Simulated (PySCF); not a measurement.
C2H7AlOS, SMILES C[O][AlH][S]C.

The structure is a stationary point at ωB97X-D3(BJ)/def2-SVP. The structure was generated by enumeration; whether it is a known compound was not checked. Other conformers were not sampled.

Level of theory: ωB97X-D3(BJ)/def2-SVP run with PySCF.

Frequencies are harmonic and unscaled.

| mode | ν (cm⁻¹) | IR (km/mol) | moving atoms (share of kinetic energy) |
|---|---|---|---|
| 1 | 73 | 0.7 | H 86 % |
| 2 | 83 | 0.0 | H 36 %, S 19 %, C 16 %, Al 16 %, O 13 % |
| 3 | 92 | 2.7 | H 40 %, C 34 %, O 15 %, Al 11 % |
| 4 | 92 | 2.4 | H 61 %, C 18 %, O 16 % |
| 5 | 130 | 7.3 | H 42 %, O 30 %, Al 12 %, C 9 % |
| 6 | 163 | 7.8 | C 39 %, O 37 %, H 21 % |
| 7 | 265 | 11.5 | S 33 %, Al 22 %, C 21 %, O 13 %, H 11 % |
| 8 | 485 | 134.3 | H 80 %, Al 16 % |
| 9 | 503 | 37.0 | S 39 %, Al 39 %, H 14 % |
| 10 | 654 | 166.5 | H 75 %, O 15 % |
| 11 | 741 | 27.7 | C 53 %, S 28 %, H 12 % |
| 12 | 757 | 125.6 | Al 47 %, C 23 %, H 12 %, O 12 % |
| 13 | 982 | 5.3 | H 85 %, C 14 % |
| 14 | 1005 | 8.6 | H 83 %, C 15 % |
| 15 | 1192 | 43.6 | H 68 %, C 22 %, O 10 % |
| 16 | 1197 | 0.8 | H 77 %, C 19 % |
| 17 | 1263 | 361.1 | O 55 %, C 32 %, H 10 % |
| 18 | 1361 | 7.0 | H 87 %, C 13 % |
| 19 | 1472 | 3.0 | H 96 % |
| 20 | 1475 | 5.7 | H 95 % |
| 21 | 1485 | 1.6 | H 97 % |
| 22 | 1491 | 4.4 | H 93 % |
| 23 | 1496 | 24.4 | H 90 %, C 9 % |
| 24 | 1995 | 185.3 | H 96 % |
| 25 | 3020 | 98.7 | H 97 % |
| 26 | 3087 | 25.7 | H 98 % |
| 27 | 3102 | 44.6 | H 90 %, C 10 % |
| 28 | 3116 | 38.8 | H 90 %, C 10 % |
| 29 | 3198 | 3.9 | H 90 %, C 10 % |
| 30 | 3209 | 0.2 | H 90 %, C 10 % |
